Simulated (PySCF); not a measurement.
The calculation used PySCF, delta-SCF UKS SCAN, pcX-2 on the ionised atom, pcseg-1 elsewhere, spin-free X2C. Geometries: PBE0-D3(BJ)/def2-SVP; isolated species, one conformer each. Kα1 is taken as the energy difference of the 1s-hole and 2p3/2-hole states at the ground state's geometry. 2p3/2 and 2p1/2 are the ΔSCF energy of one spin-free 2p hole plus the eigenvalues of a spin–orbit and ligand-field matrix of the shell.

| site | P 2p3/2 (eV) |
| --- | --- |
| phosphorus in `CBP` (CH6BP) | 136.31 |
| phosphorus in `CB(N)P` | 135.83 |
| phosphorus in `[O]([GeH2][PH2])[SiH3]` | 136.55 |

What are the P 1s binding energies, and the Kα1 emission energies that follow?

| site | bonded to | 1s (eV) | 2p3/2 (eV) | Kα1 = 1s − 2p3/2 (eV) |
| --- | --- | --- | --- | --- |
| phosphorus in `CB(N)P` | 2 H and B | 2149.37 | 135.83 | 2013.54 |
| phosphorus in `CBP` (CH6BP) | 2 H and B | 2149.82 | 136.31 | 2013.51 |
| phosphorus in `[O]([GeH2][PH2])[SiH3]` | 2 H and Ge | 2150.07 | 136.55 | 2013.52 |

Ranges: 1s 0.70 eV, 2p3/2 0.72 eV, Kα1 0.03 eV.
